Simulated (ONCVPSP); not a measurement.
# How hard is this phosphorus ONCV potential?

```
Element                 : P
Generator               : ONCVPSP 4.0.1
Type                    : optimised norm-conserving Vanderbilt (ONCV)
Functional              : PBEsol
Relativity              : scalar-relativistic
Frozen core             : [Ne]
Valence charge          : 5
Reference configuration : 3s2 3p2.5 (charge +0.5)
Partial waves           : 3s: rc 1.60 bohr, ncon 4, nbas 9, qcut 4.6 1/bohr, local; 3p: rc 1.65 bohr, ncon 4, nbas 8, qcut 4.7 1/bohr, 2 projectors, debl 2 Ha
Local potential         : the s channel
Core correction         : Teter function, fcfact 2.25, rcfact 1.75
```

For each optimised wave give the share of its norm inside rc, the residual kinetic energy above qcut (Ha) and the cutoffs (Ha) for errors of 10, 1, 0.1 and 0.01 mHa per electron.

```csv
wave,norm inside rc,residual KE,10 mHa,1 mHa,0.1 mHa,0.01 mHa
3s,0.394,5.3e-04,6.7,9.7,31.6,87.0
3p,0.287,1.2e-04,3.1,4.7,11.6,44.0
p projector 2,0.109,4.2e-04,4.6,6.1,56.0,97.5
```

The occupied waves need 9.7 Ha and 32 Ha for 1 and 0.1 mHa.
